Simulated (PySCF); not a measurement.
The numbers are results of PBE-D3(BJ)/def2-TZVP // CAM-B3LYP-D3(BJ)/def2-TZVP in PySCF, not measurements. All species are isolated molecules in the gas phase. One relaxed conformer stands for a flexible species; it need not be the lowest. Excitations are Tamm–Dancoff values on a coarser integration grid. The basis has no diffuse functions, so Rydberg states are missing or too high.

Reference species (SMILES): `[F][Ga]([F])[F]` (neutral, multiplicity 1).

```json
{
  "LUMO": "-3.35 eV",
  "T1 excitation (TDA)": "6.12 eV",
  "S1 oscillator strength": "0.000"
}
```

Changed species: `[SH][Ga]([SH])[SH]` (3 of 3 F replaced by SH; the reference has 0 of 3 F replaced by SH).

What does the change do to the LUMO, T1 excitation (TDA) and S1 oscillator strength?

the LUMO goes up by 1.51 eV, to -1.84 eV; the T1 excitation (TDA) falls by 1.66 eV, to 4.46 eV; the S1 oscillator strength hardly moves.
